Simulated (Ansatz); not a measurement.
CH7GeNSi can be A, `[GeH3][CH]1N[SiH2]1`, or B, `[CH2]1[SiH2][NH][GeH2]1`.

Calculated with Ansatz (gas phase, PBE0-D4/def2-TZVP geometries, no zero-point term in ΔE). CCSD(T)/CBS adds triple-zeta CCSD(T) − MP2 to the extrapolated MP2 energy (def2 sets, frozen cores). DFT in def2-TZVPP. B3LYP here is the variant with VWN-RPA as its local correlation; programs differ in this. For Ge outer-core shells are correlated without core-valence functions, which leaves a few kJ/mol of doubt a bond. Scalar relativity is left out up to krypton.

Question: Which is lower in electronic energy at CCSD(T)/CBS, and by how much? (Estimate.)

Answer: Computed: B, by 210.2 kJ/mol.

Question: Give E(B) − E(A) in kJ/mol with PBE0-D4, PBE-D4, CCSD/def2-TZVPP, r2SCAN-D4, HF/def2-TZVPP, B3LYP, B3LYP-D4. (An estimate is asked.)

Answer: The calculation gave: PBE0-D4 -203.5, PBE-D4 -190.1, CCSD/def2-TZVPP -211.8, r2SCAN-D4 -201.6, HF/def2-TZVPP -221.4, B3LYP -197.6, B3LYP-D4 -200.3. None reverses the order clearly.

Largest T1 diagnostic: 0.012.

From PBE to PBE0 (25 % exact exchange), in def2-TZVPP and without D4, E(B) − E(A) moves by −13.8 kJ/mol. In def2-TZVPP, CCSD(T) changes the Hartree–Fock value by +12.4 kJ/mol (the triples alone add +2.8 kJ/mol) and MP2 by +6.1 kJ/mol.
